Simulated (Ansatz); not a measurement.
Mulliken charges of BrFZn, SMILES `[F][Zn][Br]` from r2SCAN/def2-TZVPP in Ansatz (PBE0-D4/def2-TZVP geometry).

| atom | x (Å) | y (Å) | z (Å) | charge (e) |
| --- | --- | --- | --- | --- |
| F1 | -1.538 | 0.802 | -0.761 | -0.472 |
| Zn2 | -0.130 | 0.046 | -0.067 | 0.714 |
| Br3 | 1.656 | -0.913 | 0.814 | -0.242 |

Problem. By hand: the dipole of these point charges (1 e Å = 4.8032 D).

Solution. Σ q r = (0.232, -0.125, 0.114) e Å, of length 0.287 e Å = 1.38 D.

Problem. How does the dipole of the full density compare? (Estimate.)

Solution. Ansatz gave: (0.154, -0.083, 0.076) e Å, 0.92 D; the point charges give 1.50 times that, at 0° from its direction.

Point charges leave out the atoms' own dipoles, such as those of lone pairs, and Mulliken's split depends on the basis, so the two needn't agree.
